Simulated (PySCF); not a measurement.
C3H6OSe, SMILES CC[Se]C=O.

The structure is a stationary point at PBE0-D3(BJ)/def2-SVP. This is a generated structure with no PubChem entry under its InChIKey; it may be hypothetical. One conformer was computed; it need not be the lowest.

Level of theory: TDA-PBE/def2-SVPD run with PySCF.

Vertical excitations. 

### Question
Estimate the UV-visible absorptions. (Estimate from the structure and the level; the computed values follow.)

### Answer

```tsv
state	energy (eV)	λ (nm)	f	main pairs
S1	4.36	284	0.000	HOMO−1→LUMO 98 %
S2	4.79	259	0.035	HOMO→LUMO 68 %, HOMO−1→LUMO+1 23 %
S3	5.11	243	0.000	HOMO→LUMO+1 98 %
S4	5.50	225	0.067	HOMO−1→LUMO+1 68 %, HOMO→LUMO 13 %
S5	5.91	210	0.024	HOMO→LUMO+2 91 %
S6	6.13	202	0.017	HOMO−2→LUMO 52 %, HOMO−1→LUMO+2 32 %, HOMO→LUMO+3 10 %
S7	6.15	202	0.025	HOMO−1→LUMO+2 46 %, HOMO−2→LUMO 35 %, HOMO−1→LUMO+3 12 %
S8	6.19	200	0.024	HOMO→LUMO+3 77 %, HOMO−2→LUMO 12 %
S9	6.45	192	0.138	HOMO−1→LUMO+3 69 %, HOMO−1→LUMO+5 15 %
S10	6.66	186	0.002	HOMO→LUMO+4 95 %
T1	3.62	343	0	HOMO→LUMO 100 %
T2	3.83	324	0	HOMO−1→LUMO 99 %
T3	4.73	262	0	HOMO→LUMO+1 99 %
T4	4.93	251	0	HOMO−1→LUMO+1 98 %
```
Triplets are in the Tamm–Dancoff approximation.
